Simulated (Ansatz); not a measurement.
`[SiH3][O][In]([O][SiH3])[O][SiH3]`. Total charge 0; spin multiplicity 1. In takes the def2 core potential.

Cartesian coordinates in Å:
```
Si -1.614 1.806 2.032
O -1.785 0.821 0.737
In -0.567 -0.248 -0.353
O -1.274 -1.392 -1.761
Si -0.621 -2.409 -2.866
O 1.370 -0.186 -0.052
Si 2.375 0.663 0.920
H -2.900 1.844 2.774
H -0.542 1.309 2.944
H -1.254 3.186 1.606
H 0.313 -1.686 -3.774
H 0.135 -3.508 -2.204
H -1.727 -2.992 -3.667
H 3.717 0.724 0.284
H 2.497 0.016 2.255
H 1.875 2.053 1.125
```

What are the harmonic wavenumbers in cm⁻¹ at PBE0-D4/def2-TZVP (Ansatz, finite differences of forces, unscaled)? (Best estimate.)

Computed: 27, 36, 37, 43, 45, 50, 64, 96, 107, 138, 138, 154, 435, 473, 491, 717, 718, 723, 726, 729, 737, 947, 951, 952, 954, 956, 959, 959, 965, 994, 996, 996, 1029, 2190, 2194, 2204, 2207, 2211, 2212, 2226, 2229, 2231.

Is this a minimum?

Yes, all 42 modes are real.

Give the ideal-gas thermochemistry at 298.15 K and 1 bar (rigid rotor, harmonic oscillator; point group C1, symmetry number 1).

Zero-point energy 228.8 kJ/mol; H(298) − E = 268.2 kJ/mol; entropy 545.7 J/(mol·K), of which translation 178.0, rotation 131.1, vibration 236.7; G(298) − E = 105.5 kJ/mol. Modes under 100 cm⁻¹ are hindered rotations or soft bends, so the harmonic entropy is rough.

And at 400, 500, 600, 800 and 1000 K?


| T (K) | H − E (kJ/mol) | S (J/mol/K) | G − E (kJ/mol) |
| --- | --- | --- | --- |
| 400 | 289.2 | 606.0 | 46.8 |
| 500 | 312.8 | 658.5 | -16.5 |
| 600 | 338.7 | 705.8 | -84.8 |
| 800 | 395.9 | 787.8 | -234.4 |
| 1000 | 458.3 | 857.3 | -399.1 |
